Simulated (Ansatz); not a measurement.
`O[SiH2]CBS` + `[AlH2][SH]` → `[AlH2][S]BS` + `C[SiH2]O`  (ligand exchange at a B–C bond)

Calculated with Ansatz (gas phase, PBE0-D4/def2-TZVP geometries, no zero-point term in ΔE). CCSD(T)/CBS is the MP2 limit (def2-TZVPP, def2-QZVPP) plus CCSD(T) − MP2 in def2-TZVPP, frozen cores. This one scheme is used for every species. DFT in def2-TZVPP. B3LYP here is the variant with VWN-RPA as its local correlation; programs differ in this. One conformer a species, not always the lowest.

```tsv
level	ΔE (eV)
PBE-D4	-0.47
r2SCAN-D4	-0.44
B3LYP	-0.43
HF/def2-TZVPP	-0.37
MP2/def2-QZVPP	-0.47
SCS-MP2/def2-QZVPP	-0.44
HF/CBS(def2)	-0.37
CCSD/CBS(def2)	-0.41
```

(1) What does CCSD(T)/CBS give? (Best estimate.)

Largest T1 diagnostic among the species: 0.014.

Results:

(1) Computed: -0.43 eV. The listed levels differ from it by -0.04, -0.01, 0.00, 0.06, -0.04, -0.01, 0.06, 0.02 eV.

In def2-TZVPP, CCSD(T) changes the Hartree–Fock value by −0.05 eV (the triples alone add −0.03 eV) and MP2 by −0.09 eV.
